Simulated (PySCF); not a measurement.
# Two-component Hartree-Fock for As⁺ (arsenic, charge +1)

Start: [Ar] 3d10 4s2 4p2; 4p3/2 filled at m_j = +1/2, +3/2. Calculated with PySCF 2.14 in x2c-SVPall-2c with one added diffuse shell each of s, p, d type (6s7p4d, 47 functions): generalised Hartree-Fock with the X2C-1e Hamiltonian and a Gaussian nucleus; one run each with spin-orbit coupling (SO) switched off, then screened by Boettger's factors. This is a chosen level, not necessarily the ground level.

| spinor shell | electrons | ε, spin-free (eV) | ε, screened SO (eV) | weight of nominal j (screened SO) | rms radius, screened SO (bohr) |
| --- | --- | --- | --- | --- | --- |
| 1s1/2 | 2 | -11950.2 | -11950.1 | 1.000 | 0.0525 |
| 2s1/2 | 2 | -1581.4 | -1581.4 | 1.000 | 0.219 |
| 2p1/2 | 2 | -1383.5 | -1408.6 | 1.000 | 0.194 |
| 2p3/2 | 4 | -1383.5 | -1371.3 | 1.000 | 0.197 |
| 3s1/2 | 2 | -235.23 | -235.26 | 1.000 | 0.640 |
| 3p1/2 | 2 | -171.54 | -175.20 | 0.999 | 0.660 |
| 3p3/2 | 4 | -171.54 | -169.80 | 0.999 | 0.670 |
| 3d3/2 | 4 | -66.400 | -66.905 | 0.985 | 0.747 |
| 3d5/2 | 6 | -66.400 | -66.113 | 0.990 | 0.751 |
| 4s1/2 | 2 | -27.848 | -27.866 | 0.999 | 2.06 |
| 4p3/2 | 2 | -18.372 | -18.325 | 0.762 | 2.51 |

```
   quantity    spin-free  screened SO
E (hartree)  -2258.26759  -2258.34123
        M_J            2            2
       ⟨J²⟩        6.009        6.005
       ⟨L²⟩        2.006        2.095
       ⟨S²⟩        2.003        1.962
```

Each row is a mean over spinors that exchange with the open shell spreads, by up to 4.965 eV (4s1/2).

Rows whose weight is well below 1 are mixtures of j = l ± 1/2: exchange outweighs spin-orbit coupling there, and the label is only the starting occupation.

Without spin-orbit coupling the j labels of p, d and f shells carry no meaning; the spin-free column gives the mean over the occupied spinors of each nl shell.
